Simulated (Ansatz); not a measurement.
Basis sets compared for Rb₄Br₃⁺. The state is a singlet with charge 1. Geometry PBE-D4/def2-SVP. Ansatz on 4 threads of Arm Neoverse V2 on a shared host; times are rough, and most runs start from earlier orbitals.

```xyz
7

Rb    6.4301    6.6927   -2.1877
Rb   -6.4464   -6.7314    2.0196
Rb    2.1779    2.2590   -0.5807
Rb   -2.1686   -2.2282    0.7066
Br    4.3726    4.5224   -1.3931
Br   -4.3493   -4.5479    1.3800
Br   -0.0164    0.0334    0.0553
```

In the def2 sets Rb takes a core potential, while STO-3G treats all electrons; there is no spin–orbit coupling. Another isomer (singlet) lies 0.98 eV lower at PBE0-D4/def2-TZVP; other spin states weren't run for this one.

STO-3G and 6-31G are all-electron sets without relativity, so their totals don't compare with the def2 sets.

| level | functions | energy (Eh) | HOMO (eV) | LUMO (eV) | wall time |
| --- | --- | --- | --- | --- | --- |
| HF/STO-3G | 142 | -19265.0640 | -6.15 | 4.68 | 2 s |
| PBE-D4/def2-SVP | 192 | -7816.9712 | -6.75 | -3.73 | 3.5 s |
| PBE0-D4/def2-SVP | 192 | -7817.2533 | -7.93 | -3.17 | 6 s |

Q: Estimate the rows for HF/def2-TZVP, PBE-D4/def2-TZVP (with forces), PBE0-D4/def2-TZVP.

A: 
```tsv
level	functions	energy (Eh)	HOMO (eV)	LUMO (eV)	wall time
HF/def2-TZVP	276	-7812.7376	-10.81	-1.87	4.6 s
PBE-D4/def2-TZVP (with forces)	276	-7817.9044	-6.90	-3.72	7 s
PBE0-D4/def2-TZVP	276	-7818.1842	-8.08	-3.16	11 s
```
